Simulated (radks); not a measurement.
Problem. The terbium ion Tb3+, 62 electrons, occupied as [Xe] 4f8. Calculated with a radial shooting solver on a logarithmic mesh with Libxc functionals: non-relativistic Kohn-Sham, LB94 model potential, spin-polarised, spherical densities, point nucleus; open shells are filled with parallel spins first (spin-orbit coupling, left out, can overturn this in heavy ions); relativity is left out, which matters for an element this heavy. Some entries of the table are withheld. Estimate them.

| orbital | occ. | eigenvalue (hartree) | <r^2> (bohr^2) | <r> (bohr) |
|---|---|---|---|---|
| 1s up | 1 | -1794.294 | 0.0007262 | 0.02331 |
| 1s down | 1 | -1794.294 | 0.0007262 | 0.02331 |
| 2s down | 1 | -288.2271 | 0.01152 | 0.09911 |
| 2s up | 1 | -288.2236 | 0.01152 | 0.09911 |
| 2p down | 3 | -274.7340 | 0.008553 | 0.08399 |
| 2p up | 3 | -274.7318 | 0.008553 | 0.08399 |
| 3s up | 1 | -65.00402 | 0.07427 | 0.2554 |
| 3s down | 1 | -65.00216 | 0.07418 | 0.2552 |
| 3p up | 3 | -58.90626 | 0.06940 | 0.2451 |
| 3p down | 3 | -58.90561 | 0.06930 | 0.2449 |
| 3d down | 5 | -47.50826 | 0.05516 | 0.2170 |
| 3d up | 5 | -47.50567 | 0.05524 | 0.2171 |
| 4s up | 1 | -13.76565 | 0.3758 | 0.5775 |
| 4s down | 1 | -13.61575 | 0.3761 | 0.5777 |
| 4p up | 3 | -11.37358 | 0.3957 | 0.5903 |
| 4p down | 3 | -11.22471 | 0.3960 | 0.5905 |
| 4d up | 5 | (1) | 0.4484 | 0.6222 |
| 4d down | 5 | (2) | 0.4488 | 0.6225 |
| 5s up | 1 | -2.87367 | 2.118 | 1.373 |
| 5s down | 1 | -2.76779 | 2.179 | 1.392 |
| 5p up | 3 | -2.20300 | 2.631 | 1.526 |
| 5p down | 3 | -2.11324 | 2.739 | 1.556 |
| 4f up | 7 | -1.82827 | 0.7604 | 0.7749 |
| 4f down | 1 | -1.69445 | 0.7836 | 0.7832 |

Solution. 
(1) 4d up eigenvalue (hartree): -7.09449
(2) 4d down eigenvalue (hartree): -6.94797
